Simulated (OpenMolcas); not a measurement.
## CH6AlFSi (SMILES C[SiH2][AlH][F]): the dipole moment, rung by rung

CH6AlFSi: 10 atoms, total charge 0, spin state singlet. As SMILES, `C[SiH2][AlH][F]`. Geometry: relaxed at PBE0-D4/def2-TZVP. This is one conformer, not always the lowest.

```xyz
10

C     0.2093    1.5221   -0.5497
Si   -0.4873    0.1857    0.5781
Al    0.3205   -2.0619    0.0185
F    -0.2713   -3.3244    0.9101
H    -0.1710    2.5049   -0.2628
H    -0.0699    1.3408   -1.5899
H     1.2998    1.5511   -0.4953
H    -1.9787    0.1980    0.5096
H    -0.1292    0.4904    1.9955
H     1.3611   -2.4579   -1.1110
```

Quantity: the dipole moment, in D. The values are calculated.

```json
{"level": "HF/6-31G* (spherical functions)", "kind": "Hartree–Fock", "program": "OpenMolcas", "value (D)": "2.18"}
{"level": "SVWN5/6-31G* (spherical functions)", "kind": "LDA", "program": "OpenMolcas", "value (D)": "2.14"}
{"level": "revPBE/6-31G* (spherical functions)", "kind": "GGA", "program": "OpenMolcas", "value (D)": "2.01"}
{"level": "r2SCAN/6-31G* (spherical functions)", "kind": "meta-GGA", "program": "OpenMolcas", "value (D)": "2.04"}
{"level": "B3LYP/6-31G* (spherical functions)", "kind": "global hybrid", "program": "OpenMolcas", "value (D)": "2.08"}
{"level": "M06-2X/6-31G* (spherical functions)", "kind": "hybrid meta-GGA", "program": "OpenMolcas", "value (D)": "2.09"}
{"level": "PBE0/6-31G* (spherical functions)", "kind": "global hybrid", "program": "OpenMolcas", "value (D)": "2.12"}
{"level": "B3LYP/6-31G* (Cartesian functions)", "kind": "global hybrid", "program": "OpenMolcas", "value (D)": "2.08"}
```

The values span 2.01 to 2.18 D. Magnitudes only.
